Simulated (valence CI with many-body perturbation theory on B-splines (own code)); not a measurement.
## Which ion has this spectrum?

A relativistic CI+MBPT calculation for an atom or ion with 21 electrons gives these levels (cm⁻¹):

| J | Parity | E | g |
| --- | --- | --- | --- |
| 3/2 | even | 0 | 0.71 |
| 5/2 | even | 426125 | 1.05 |
| 3/2 | even | 475402 | 1.17 |
| 7/2 | even | 502579 | 1.04 |
| 9/2 | even | 503685 | 1.04 |
| 1/2 | even | 515958 | 1.81 |
| 5/2 | even | 690778 | 1.25 |
| 7/2 | even | 920107 | 1.11 |
| 9/2 | even | 954433 | 1.13 |
| 3/2 | even | 994266 | 1.11 |
| 1/2 | even | 1016595 | 1.50 |
| 11/2 | even | 1028140 | 1.08 |
| 5/2 | even | 1031500 | 1.27 |
| 5/2 | even | 1094431 | 1.10 |

The energies are calculated, and their last digits are not significant.

Task: Which is it?
A. Hf51+
B. Er47+
C. Lu50+
D. W53+

Result: C. Lu50+, ground level (3d3/2^3) J=3/2.
